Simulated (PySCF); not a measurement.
**How methods differ on the excitation energy of In**

In [Kr] 4d10 5s2 5p1 (2P) → In [Kr] 4d10 5s2 6s1 (2S), as a difference of total energies. All numbers are calculated (PySCF 2.14, a scalar-relativistic core potential, in aug-cc-pVQZ-PP with ECP28MDF (7s7p5d3f2g, 92 functions)). Correlated levels: valence: 4s2 4p6 4d10 frozen. The calculations carry no spin-orbit coupling.

```csv
method,excitation energy (eV)
UHF,2.688
LDA,2.813
PBE,2.698
PBE0,2.771
r2SCAN,2.932
PW91,2.735
LC-wPBE,2.943
M06-2X,2.622
MP2 (valence),2.765
SCS-MP2 (valence),2.771
```

Question: How much does correlation contribute at MP2 (valence)?

Answer: 2.765 − (2.688) = 0.077 eV, measured against UHF.

Errors of the correlated levels include the incompleteness of this basis and the frozen core.

For comparison: 2.839 eV (measured; NIST levels, between the centres of gravity of the two terms).
